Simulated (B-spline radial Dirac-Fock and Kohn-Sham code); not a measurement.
Total and shell-resolved photoionisation of I⁻

System: I⁻, configuration [Kr] 4d10 5s2 5p6, inside a Watson sphere of charge +1 and radius 2.2 Å (a model of the Madelung potential; inside it an electron's potential energy is lowered by 6.5 eV).

Level of theory: Dirac-Hartree-Slater photoionisation with all multipoles and Dirac-Fock thresholds; a radial atomic solver.

Computed thresholds (eV): K 33173.5, L1 5200.3, L2 4858.5, L3 4563.6, M1 1081.2, M2 939.9, M3 883.2, M4 636.7, M5 625.2, N1 201.7, N2 150.7, N3 139.7, N4 55.87, N5 54.17, O1 21.40, O2 9.33, O3 8.38.

```
photon energy (eV)  total (b)  K (%)  L (%)  M (%)  N (%)  O (%)
                80  3.818e+07      –      –      –   99.2    0.8
               300  1.425e+06      –      –      –   95.2    4.8
               370  1.230e+06      –      –      –   95.8    4.2
               509     857100      –      –      –   96.0    4.0
               800  2.543e+06      –      –   83.6   15.7    0.7
              1000  1.930e+06      –      –   85.7   13.7    0.6
              1240  1.278e+06      –      –   86.0   13.3    0.7
              4800     144800      –   67.4   27.2    5.0    0.4
            9251.7      41690      –   80.1   16.4    3.2    0.3
             16900       8114      –   80.3   16.2    3.2    0.3
           17479.3       7391      –   80.3   16.2    3.2    0.3
           22162.9       3817      –   80.3   16.1    3.3    0.3
             23100       3400      –   80.3   16.1    3.3    0.4
             23600       3202      –   80.3   16.1    3.3    0.4
             70900      957.6   85.4   11.7    2.3    0.5    0.1
            200000      50.23   86.2   11.0    2.2    0.5    0.1
```

Q: With what power of the photon energy does the total fall between 70900 and 200000 eV?

A: As E^-2.84. The non-relativistic Born limit for an s electron far above threshold is E^-3.5; near threshold and at relativistic energies the fall is slower.
